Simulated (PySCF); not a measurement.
C4H8BN, SMILES B(N)(C)CC#C. Coordinates come from a PBE-D3(BJ)/def2-SVP optimisation. The structure was generated by enumeration, and PubChem lists no compound with its InChIKey, so it may never have been made. One conformer was computed; it need not be the lowest.

### Question
Give the equilibrium geometry at PBE-D3(BJ)/def2-SVP (PySCF confirms it by a frequency run) as a Z-matrix. (Estimate from the structure and the level; the computed values follow.)

### Answer
Several could match; the one computed here: 
```
B
N 1 1.4032
H 2 1.0207 1 123.59
H 2 1.0208 3 113.49 1 178.45
C 1 1.5806 2 121.46 3 178.93
H 5 1.1089 1 114.47 2 -2.90
H 5 1.1108 6 108.29 1 122.83
H 5 1.1118 6 107.82 7 113.82
C 1 1.6112 2 118.36 3 -1.32
H 9 1.1129 1 111.65 2 -3.99
H 9 1.1145 10 106.21 1 117.86
C 9 1.4571 10 109.94 11 118.15
C 12 1.2245 11 151.49 9 176.05
H 13 1.0801 11 161.44 9 178.80
```
Charge 0, spin multiplicity 1.
